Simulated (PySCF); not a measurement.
Compound: C₉H₂₇NSi₃.
Numbering: `[CH3:1][Si:2]([CH3:3])([CH3:4])[N:5]([Si:6]([CH3:7])([CH3:8])[CH3:9])[Si:10]([CH3:11])([CH3:12])[CH3:13]` (hydrogens: H14, H15, H16 on C1; H17, H18, H19 on C3; H20, H21, H22 on C4; H23, H24, H25 on C7; H26, H27, H28 on C8; H29, H30, H31 on C9; H32, H33, H34 on C11; H35, H36, H37 on C12; H38, H39, H40 on C13)

Geometry (PBE0-D3(BJ)/def2-SVP, Å), atoms numbered from 1 in this order:
```
atom  x, y, z in Å
C1    -1.6807    2.2945   -0.3439
Si2   -0.8864    0.8558   -1.2684
C3     0.0815    1.4705   -2.7630
C4    -2.3055   -0.1396   -2.0113
N5     0.1220   -0.0926   -0.1617
Si6    1.4925    0.6913    0.6431
C7     3.0452   -0.3746    0.5978
C8     1.0331    1.1342    2.4175
C9     2.0113    2.3005   -0.1914
Si10  -0.5074   -1.6154    0.4912
C11    0.7016   -2.4708    1.6583
C12   -0.8348   -2.8891   -0.8576
C13   -2.0722   -1.2926    1.4922
H14   -2.3124    2.8954   -1.0177
H15   -2.3215    1.9070    0.4645
H16   -0.9425    2.9691    0.1142
H17   -0.6298    1.7868   -3.5432
H18    0.6956    0.6561   -3.1792
H19    0.7405    2.3216   -2.5488
H20   -2.9647   -0.6242   -1.2777
H21   -2.9206    0.5757   -2.5820
H22   -1.9484   -0.9027   -2.7183
H23    3.1950   -0.7812   -0.4151
H24    3.9182    0.2528    0.8402
H25    3.0320   -1.2138    1.3049
H26    0.1958    1.8504    2.4188
H27    1.8826    1.6050    2.9378
H28    0.7213    0.2600    3.0080
H29    1.2107    3.0452   -0.3010
H30    2.7898    2.7472    0.4489
H31    2.4612    2.1224   -1.1791
H32    0.1625   -3.3292    2.0923
H33    1.5776   -2.8683    1.1251
H34    1.0535   -1.8500    2.4940
H35    0.0199   -2.9389   -1.5507
H36   -1.7415   -2.6941   -1.4445
H37   -0.9463   -3.8812   -0.3907
H38   -1.8429   -0.6367    2.3474
H39   -2.8604   -0.8022    0.9019
H40   -2.4867   -2.2335    1.8885
```

Method used: PySCF 2.14.0, PBE0-D3(BJ)/def2-SVP geometry optimisation, gas phase.

Masses are those of the commonest isotopes; rigid-rotor values at the optimised geometry. 

Problem. Give the principal moments of inertia and the rotational constants in MHz.

Solution. Ia = 913.64, Ib = 913.85, Ic = 1340.50 u·Å²; 505379 MHz·u·Å²/I gives A = 553.2, B = 553.0, C = 377.0 MHz.

Problem. What kind of rotor is it?

Solution. An oblate symmetric top, as the point group C3 requires two equal moments. Ray's parameter κ = (2B − A − C)/(A − C) = 0.999; −1 is the prolate and +1 the oblate limit.

Problem. Is it planar, by Δ = Ic − Ia − Ib?

Solution. Not planar: Δ = Ic − Ia − Ib = -486.99 u·Å². For a rigid frame Δ = −2 Σ m c², so Σ m c² = 243.49 u·Å² lies off the ab plane: 71.43 from hydrogen and 172.06 from heavier atoms. The atom farthest from that plane is 2.46 Å away.

Problem. Give the other two planar moments, Paa and Pbb, and the rms extents of the mass along the axes.

Solution. Paa = Σ m a² = (Ib + Ic − Ia)/2 = 670.36 and Pbb = Σ m b² = (Ia + Ic − Ib)/2 = 670.14 u·Å². With the mass M = 233.15 u, the rms extents √(P/M) along a, b and c are 1.70, 1.70, 1.02 Å.

The dipole components are |μa| = 0.00 D, |μb| = 0.00 D, |μc| = 0.07 D.

Problem. Estimate the classical rotational partition function at 10 K, 50 K and 200 K.

Solution. Point group C3, symmetry number σ = 3; q = (√π/σ)·√((kT/h)³/(ABC)), k/h = 20836.6 MHz/K: 5230 at 10 K, 58500 at 50 K, 468000 at 200 K.

Not checked by PBE0-D3(BJ)/def2-SVP frequencies. These are rigid-rotor constants of the computed structure; measured ground-state constants (B0) also hold zero-point vibration.

The run took 14 min wall, 32 min CPU on 2 threads of an Intel Xeon Platinum 8488C, shared host with 192 logical CPUs at a one-minute load of 22, and the process peaked at 3.2 GiB of memory. That covers the optimisation of the geometry.
